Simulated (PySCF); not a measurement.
# A ladder of Hamiltonians for La⁵⁵⁺ (lanthanum, charge +55)

Occupied: 1s1/2. Hartree-Fock calculated with PySCF 2.14 in an uncontracted even-tempered set (16 s from 12 bohr⁻², ratio 2.7; 12 p from 14 bohr⁻², ratio 2.7), Gaussian nucleus throughout. NR is non-relativistic, sf-X2C the spin-free one-electron X2C Hamiltonian, X2C adds the bare one-electron spin-orbit term, X2C-SNSO screens it by Boettger's factors, DC is four-component Dirac-Coulomb, and the Gaunt and Breit terms are added at first order (total energies over the DC spinors, levels after relaxing the spinors in that mean field). QED terms are absent. Levels marked empty are virtual spinors of this ion.

| level (eV) | NR | sf-X2C | X2C | X2C-SNSO |
| --- | --- | --- | --- | --- |
| 1s1/2 | -43238.1 | -45230.4 | -45230.4 | -45230.4 |
| 2s1/2 (empty) | -10439.7 | -11043.3 | -11043.3 | -11043.3 |
| 2p1/2 (empty) | -10333.7 | -10581.9 | -10925.3 | -10918.6 |
| 2p3/2 (empty) | -10333.7 | -10581.9 | -10432.6 | -10435.2 |
| 3s1/2 (empty) | -4601.1 | -4813.5 | -4813.5 | -4813.5 |

Task: Where do the four-component calculations put these levels?

Result: 1s1/2: DC -45264.4, DC+Gaunt -45195.3, DC+Breit -45195.3; 2s1/2 (empty): DC -11046.8, DC+Gaunt -11039.2, DC+Breit -11040.1; 2p1/2 (empty): DC -10916.5, DC+Gaunt -10900.5, DC+Breit -10902.9; 2p3/2 (empty): DC -10437.8, DC+Gaunt -10429.7, DC+Breit -10432.1; 3s1/2 (empty): DC -4814.5, DC+Gaunt -4812.3, DC+Breit -4812.6 (eV).

```json
{"Hamiltonian": "NR", "E (hartree)": "-3213.3463", "E − E(DC) (hartree)": "151.4411", "CPU seconds": "0.13"}
{"Hamiltonian": "sf-X2C", "E (hartree)": "-3363.5268", "E − E(DC) (hartree)": "1.2607", "CPU seconds": "0.08"}
{"Hamiltonian": "X2C", "E (hartree)": "-3363.5268", "E − E(DC) (hartree)": "1.2607", "CPU seconds": "0.08"}
{"Hamiltonian": "X2C-SNSO", "E (hartree)": "-3363.5268", "E − E(DC) (hartree)": "1.2607", "CPU seconds": "0.1"}
{"Hamiltonian": "DC", "E (hartree)": "-3364.7874", "E − E(DC) (hartree)": "0.0000", "CPU seconds": "1.5"}
{"Hamiltonian": "DC+Gaunt", "E (hartree)": "-3362.2257", "E − E(DC) (hartree)": "2.5617", "CPU seconds": "2.8"}
{"Hamiltonian": "DC+Breit", "E (hartree)": "-3362.2257", "E − E(DC) (hartree)": "2.5617", "CPU seconds": "23"}
```

Weight of the small component: 1s1/2 0.0448, 2s1/2 0.0108, 2p1/2 0.0108, 2p3/2 0.0103, 3s1/2 0.00476.

Koopmans' value for the highest occupied level at DC+Breit: 45195.3 eV, against an ionisation energy of 45145.0 eV (theoretical estimate listed by NIST; NIST Atomic Spectra Database, ionization energies); the former lacks relaxation, correlation, QED and recoil.

The whole ladder took 28 s of wall time on 1 thread of Intel(R) Xeon(R) 6975P-C (shared host), launched as `OMP_NUM_THREADS=1 python relrun2.py TASK.json OUT` (a driver that calls PySCF for each Hamiltonian).
